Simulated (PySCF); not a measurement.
C₂H₁₀O₂Si₂, SMILES O[Si@H](OC)C[SiH3].

Coordinates come from a B3LYP-D3(BJ)/def2-SVP optimisation. The structure was generated by enumeration; whether it is a known compound was not checked. The values are those of a single conformer.

These are PBE/def2-TZVP run with PySCF values and carry that method's errors.

| Property | Value |
|---|---|
| total energy | -811.28901 hartree |
| highest occupied level | -6.68 eV |
| lowest empty level | -0.40 eV |
| orbital gap | 6.28 eV |
| dipole moment | 0.30 D |
| quadrupole, principal values (traceless, Buckingham form, about the centre of nuclear charge) | -9.32, 3.16, 6.16 D·Å |
| mean static polarisability | 85.9 bohr³ (12.73 Å³) |
| polarisability, principal values | 75.8, 82.8, 99.1 bohr³ |
